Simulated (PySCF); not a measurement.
**How methods differ on the excitation energy of Pt²⁺**

Pt²⁺ [Xe] 4f14 5d8 (3F) → Pt²⁺ [Xe] 4f14 5d7 6p1 (high-spin determinant), as a difference of total energies. Calculation: PySCF 2.14, in x2c-TZVPPall; the spin-free X2C one-electron Hamiltonian (Gaussian nucleus). Correlated levels: valence: [Xe] 4f14 frozen; valence and next inner shell: [Kr] 4d10 4f14 frozen. The calculations carry no spin-orbit coupling.

```
                                method  excitation energy (cm⁻¹)
                                   UHF                     84225
                                   LDA                     89979
                                   PBE                     88321
                                  PBE0                     89115
                                r2SCAN                     88263
                                PBEsol                     88698
                               LC-wPBE                     89915
                         MP2 (valence)                     90634
                     SCS-MP2 (valence)                     92672
SCS-MP2 (valence and next inner shell)                     91057
```

Question: Estimate what MN15 gives.

Answer: 90749 cm⁻¹, closest to MP2 (valence) among the rows shown.

Question: Estimate what MP2 (valence and next inner shell) gives.

Answer: 89958 cm⁻¹, closest to LDA among the rows shown.

A first-order spin-orbit estimate (lowest level to lowest level, LS coupling) adds 0.379 eV.

The basis was made for the ground configuration and has no added diffuse functions, so the excitation energy can come out too high.

The determinant of the upper state mixes LS terms, which raises its energy above the lowest term, most at the Hartree-Fock and MP2 levels.
